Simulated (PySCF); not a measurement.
Estimate the missing entries of this data sheet.

Compound: 2-ethylhexanal, C8H16O.
SMILES: `CCCC[C@@H](C=O)CC`

```csv
property,level,value
point group,PBE0-D3(BJ)/def2-SVP,C1
"rotational constants A, B, C",PBE0-D3(BJ)/def2-SVP,"3.000, 0.670, 0.577 GHz"
dipole moment,CAM-B3LYP/def2-SVPD,?
HOMO energy,CAM-B3LYP/def2-SVPD,?
LUMO energy,CAM-B3LYP/def2-SVPD,0.46 eV
lowest singlet excitation,TDDFT CAM-B3LYP/def2-SVPD,"4.25 eV (292 nm, f = 0.000)"
strongest line among the 10 lowest singlet transitions,TDDFT CAM-B3LYP/def2-SVPD,?
lowest triplet excitation (Tamm–Dancoff),TDA CAM-B3LYP/def2-SVPD,3.66 eV
static isotropic polarisability,CAM-B3LYP/def2-SVPD,101.0 au
vertical ionisation energy,ΔSCF CAM-B3LYP/def2-SVPD,9.64 eV
electronic spatial extent ⟨r²⟩ about the centre of nuclear charge,CAM-B3LYP/def2-SVPD,2049 bohr²
13C chemical shifts (computed TMS as zero) by class,GIAO PBE0/pcSseg-1,"211.1 (1 C), 57.7 (1 C), 34.5 (1 C), 33.7 (1 C), 27.0 (1 C), 26.9 (1 C), 16.4 (1 C), 14.2 (1 C) ppm"
1H chemical shifts (computed TMS as zero) by class,GIAO PBE0/pcSseg-1,"9.39 (1 H), 1.61 (1 H), 1.52 (1 H), 1.44 (1 H), 1.24 (1 H), 1.15 (1 H), 1.14 (1 H), 1.12 (1 H), 0.99 (3 H), 0.97 (1 H), 0.93 (1 H), 0.89 (3 H) ppm"
"isotropic shieldings of nuclei other than C and H, by class",GIAO PBE0/pcSseg-1,-382 (1 O) ppm
```

Gas-phase values; electronic properties from PySCF, density fitting. Geometry: PBE0-D3(BJ)/def2-SVP, one conformer, isolated molecule. NMR classes are plain means over equivalent atoms (diastereotopic ones count apart unless rotation or inversion swaps them), as if these changed places fast; in this geometry the members of some classes differ.

(1) Give the strongest line among the 10 lowest singlet transitions.

(2) Give the dipole moment.

(3) What is the HOMO energy?

## Answers

(1) S4 at 7.85 eV (158 nm, f = 0.051).

(2) 3.04 D.

(3) -8.78 eV.

The rotational constants make it an asymmetric top with κ = (2B − A − C)/(A − C) = -0.92, nearer the prolate limit (−1). The principal polarisabilities are 88.3, 99.1 and 115.7 au; their mean is the isotropic value. The polarisability is 14.97 Å³ as a volume (1 au = 0.148185 Å³), or 1.40 au for each of the 72 electrons.
